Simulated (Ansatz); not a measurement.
Reaction (redistribution): `CCOB(Cl)Cl` + `CC1OB1O` → `CCOB(C)Cl` + `OB1OC1Cl`

Isolated molecules relaxed with PBE0-D4/def2-TZVP in Ansatz; ΔE leaves out vibrations. CBS: MP2 limit from def2 TZ/QZ plus the TZ coupled-cluster correction, frozen cores. DFT in def2-TZVPP. B3LYP here is the variant with VWN-RPA as its local correlation; programs differ in this. One conformer a species, not always the lowest.

| level | ΔE (kcal/mol) | difference from CCSD(T)/CBS |
| --- | --- | --- |
| r2SCAN-D4 | 21.4 | -0.3 |
| PBE0-D4 | 21.2 | -0.5 |
| B2PLYP | 21.7 | 0.0 |
| PBE0 | 21.2 | -0.5 |
| B3LYP | 21.0 | -0.7 |
| HF/def2-QZVPP | 22.8 | 1.1 |
| SCS-MP2/def2-QZVPP | 22.5 | 0.8 |
| HF/CBS(def2) | 22.8 | 1.1 |
| MP2/CBS(def2) | 22.6 | 0.9 |
| CCSD/CBS(def2) | 21.8 | 0.1 |
| CCSD(T)/CBS | 21.7 | 0 |

Largest T1 diagnostic among the species: 0.014.

From PBE to PBE0 (25 % exact exchange), in def2-TZVPP and without D4, ΔE moves by +0.9 kcal/mol.
